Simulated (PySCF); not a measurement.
**NdF2 at several levels of theory**

Computed with PySCF 2.14.0 (density fitting, no spin-orbit coupling) at the geometry relaxed with PBE0:

```xyz
3
NdF2 (singlet in the valence; each metal's 4f electrons, 4 of them, lie in its core potential, out of spins and levels)
Nd    0.0000    0.0000   -0.3085
F     1.8445    0.0000    0.7933
F    -1.8445    0.0000    0.7933
```

| level | basis | state | HOMO (eV) | gap (eV) | charge on Nd1 (e) | population of f-type functions on Nd1 (polarisation alone where 4f lies in the core) | dipole about the centre of mass (D) | largest force component (eV/Å) |
| --- | --- | --- | --- | --- | --- | --- | --- | --- |
| PBE0 | Nd lcecp-0-SVP with ECP50, F def2-SVP | singlet | – | – | 1.05 | 0.05 | 6.48 | 0.00 |
| HF | the same | singlet | – | – | 1.35 | 0.04 | 7.41 | 0.51 |
| PBE0 | Nd lcecp-0-TZVP with ECP50, F def2-TZVP | singlet | – | – | 1.25 | 0.07 | 6.84 | 0.10 |

In the lcecp rows the 4f levels are missing from HOMO and gap, and the state counts the valence alone.

Charges are Mulliken's, which hang on the basis. The relaxation used the grid (50, 194), these runs (75, 302) or, all-electron (x2c bases, spin-free X2C Hamiltonian), (99, 590).

Q: What does TPSS with Nd lcecp-0-SVP with ECP50, F def2-SVP give here?

A: state singlet, charge on Nd1 (e) 0.95, population of f-type functions on Nd1 (polarisation alone where 4f lies in the core) 0.05, dipole about the centre of mass (D) 6.16, largest force component (eV/Å) 0.27. Time: 1.7 s on 2 threads of Arm Neoverse V2 (shared host), from an already converged density.

An lcecp potential fixes the number of 4f electrons, so in runs with it no electron can move into or out of that shell; real Nd(II) is rare or takes another configuration.
